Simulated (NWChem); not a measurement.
# C2H4F2Si; SMILES C=C(F)[SiH2]F

```xyz
9

C     -1.5026     1.0651     0.0000
C     -0.1763     0.8609     0.0000
F      0.6942     1.9072     0.0000
Si     0.6792    -0.8200     0.0000
F     -0.5117    -1.9489     0.0000
H     -2.1762     0.1963     0.0000
H     -1.9315     2.0798     0.0000
H      1.5153    -0.9886     1.2330
H      1.5153    -0.9886    -1.2330
```
Atoms are numbered in this order, from 1.

Results from NWChem. Medium grid unless said otherwise, to which SCAN and Minnesota functionals are sensitive. All runs use the structure optimised with PBE-D3(BJ)/def2-SVP. Total energies of different functionals are on different scales.

| level | energy (Ha) | highest occupied level (eV) | orbital gap (eV) | dipole (D) | relative time |
|---|---|---|---|---|---|
| B3LYP/def2-SVP | -567.5342 | -7.58 | 6.95 | 0.14 | 1 |
| PBE/def2-SVP | -567.0671 | -6.56 | 5.17 | 0.18 | 1 |
| LDA (Slater exchange, VWN5)/def2-SVP | -564.3571 | -6.73 | 5.13 | 0.18 | 1 |
| B3PW91/def2-SVP | -567.3779 | -7.66 | 6.97 | 0.15 | 1 |
| MPW1K/def2-SVP | -567.4316 | -8.82 | 9.00 | 0.15 | 1 |
| M06/def2-SVP | -567.3768 | -7.94 | 7.48 | 0.11 | 1 |
| LC-BLYP (range parameter 0.33 per bohr)/def2-SVP | -566.7849 | -10.09 | 11.86 | 0.09 | 5 |
| r2SCAN/def2-SVP | -567.3525 | -6.88 | 5.59 | 0.15 | 1 |
| OLYP/def2-SVP | -567.4284 | -6.41 | 5.22 | 0.16 | 1 |

The last column is a rough cost ratio, cheapest run = 1.
